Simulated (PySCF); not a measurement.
Compound: [Mo(NMe)(eg)2]-, C5H11MoNO4 (charge -1 and doublet state).
Bonds: Mo1–N2, Mo1–O7, Mo1–O10, Mo1–O15, Mo1–O18, N2–C3, O7–C8, C8–C9, C9–O10, O15–C16, C16–C17, C17–O18. Hydrogens: H4, H5, H6 on C3; H11, H12 on C8; H13, H14 on C9; H19, H20 on C16; H21, H22 on C17.

Computed with PBE0-D3(BJ)/def2-SVP geometry optimisation, gas phase, def2 core potentials past Kr (PySCF).

Task: How far are the bound atoms from Mo1?

Result: 5 atoms: N2 1.726 Å, O10 1.975 Å, O18 1.976 Å, O15 1.989 Å, O7 1.989 Å. The nearest atom not counted as bound is C8, at 2.84 Å (others tie with it).

Task: List the angles at Mo1.

Result: 
| angle | degrees | distance of the outer atoms (Å) |
| --- | --- | --- |
| O7–Mo1–O15 | 144.6 | 3.79 |
| O10–Mo1–O18 | 140.5 | 3.72 |
| N2–Mo1–O18 | 109.9 | 3.03 |
| N2–Mo1–O10 | 109.6 | 3.03 |
| N2–Mo1–O7 | 107.8 | 3.01 |
| N2–Mo1–O15 | 107.7 | 3.00 |
| O10–Mo1–O15 | 89.2 | 2.78 |
| O7–Mo1–O18 | 88.9 | 2.78 |
| O15–Mo1–O18 | 79.1 | 2.52 |
| O7–Mo1–O10 | 79.1 | 2.52 |

Task: What is the shape at Mo1?

Result: Square pyramidal: τ5 = (β − α)/60° = 0.07 from the two widest angles, 144.6° and 140.5° (0 for a square pyramid, 1 for a trigonal bipyramid). The Mo–O distances aren't all alike: 1.975 to 1.989 Å.

Task: What are the other bond lengths?

Result: N2–C3 1.403 Å; O7–C8 and 3 like bonds 1.385 Å; C8–C9, C16–C17 1.528 Å. (A selection.)

Task: Give some angles away from the centre.

Result: Mo1–N2–C3 179.8°, Mo1–O7–C8 113.5°, O7–C8–C9 107.6°, Mo1–O10–C9 117.4°.

Task: What are the rotational constants (commonest isotopes, rigid rotor)?

Result: A = 1210, B = 758.3, C = 623.1 MHz: an asymmetric top.

Charge -1, doublet. ⟨S²⟩ = 0.758 (exact for a doublet: 0.75). The geometry's basis has no diffuse functions, a weakness for an anion. No frequency check.

Neither the SCF state along the optimisation nor the shape of the open-shell metal species was proved the lowest: other solutions of the same spin, or a structure of lower symmetry, can lie below.
